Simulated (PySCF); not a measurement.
## Orbital picture of NaI⁺

PBE0 at R = 3.140 Å; Na aug-cc-pVDZ, I aug-cc-pVDZ-PP with ECP28; scalar-relativistic core potentials (PySCF 2.14). State: ²Π (doublet), unpaired electrons π ↑. Only the outer orbitals are listed, counted within each symmetry, core potentials removing the inner ones.

```csv
spin,orbital,occ.,ε (eV),on Na (%),main shells (%)
α,3π,1,-38.75,100,100 Na p
α,3π,1,-38.74,100,100 Na p
α,6σ,1,-38.72,100,100 Na p
α,7σ,1,-24.59,0,99 I s
α,4π,1,-13.94,0,100 I p
α,8σ,1,-13.23,4,95 I p
α,4π,1,-12.73,1,99 I p
α,9σ,0,-5.90,99,99 Na s
α,5π,0,-3.83,94,93 Na p
α,5π,0,-3.70,97,96 Na p
β,3π,1,-38.75,100,100 Na p
β,3π,1,-38.74,100,100 Na p
β,6σ,1,-38.72,100,100 Na p
β,7σ,1,-23.47,1,99 I s
β,8σ,1,-12.86,6,93 I p
β,4π,1,-12.35,1,99 I p
β,4π,0,-10.13,1,99 I p
β,9σ,0,-5.88,99,99 Na s
β,5π,0,-3.70,97,96 Na p
```

Which are the highest filled and the lowest empty level, where do they sit, and how wide is the gap?

Highest filled β 4π at -12.35 eV (in %: 99 I p); lowest empty β 4π at -10.13 eV (in %: 99 I p); the gap at PBE0 is 2.22 eV. Both belong to one degenerate shell, split only by its one-sided filling, so this is no excitation gap.

- bond order (Mayer): 0.24
- ⟨S²⟩: 0.752
- charge on Na (Mulliken, basis-dependent): 0.86
- charge on Na (Löwdin, basis-dependent): 0.70
- dipole moment (positive dipole points towards I; it is taken about the centre of mass and depends on that origin): -10.33 D
- polarisability along the bond: 39.5 bohr³
- polarisability across the bond: 30.8 bohr³

Spin–orbit coupling is left out. The state was picked by a PBE0 search and need not be the measured ground state.
